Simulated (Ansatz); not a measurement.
Molecule: sum formula H3SiO2, charge -1, multiplicity 1. It need not be the lowest isomer of its formula. Whether it binds its extra electron was not tested at this geometry. 
Structure (B3LYP-D3(BJ)/def2-TZVP (Ansatz, a quantum-chemistry and plane-wave program) minimum search):
```
Si
O 1 1.7555
H 2 0.9626 1 112.34
O 1 1.7555 2 102.56 3 61.97
H 4 0.9626 1 112.34 2 -61.97
H 1 1.5881 2 95.56 3 -35.00
```
Charge -1, spin multiplicity 1.

Basis-set convergence of Hartree-Fock and CCSD correlation energies (hartree) with Ansatz. Valence correlation only, unless marked. Spin-orbit coupling is left out. Non-relativistic. This anion needs diffuse functions, which these sets lack.

```json
[
 {"basis": "cc-pV(D+d)Z", "functions": "66", "E(HF)": "-440.44705", "E(corr, CCSD)": "-0.50750"},
 {"basis": "cc-pV(T+d)Z", "functions": "141", "E(HF)": "-440.52548", "E(corr, CCSD)": "-0.64103"},
 {"basis": "cc-pV(Q+d)Z", "functions": "264", "E(HF)": "-440.54679", "E(corr, CCSD)": "-0.68576"},
 {"basis": "cc-pV(5+d)Z", "functions": "447", "E(HF)": "[?]", "E(corr, CCSD)": "[?]"}
]
```

Q: Complete the blanks.

A: 
- cc-pV(5+d)Z, E(HF): -440.55193
- cc-pV(5+d)Z, E(corr, CCSD): -0.70166
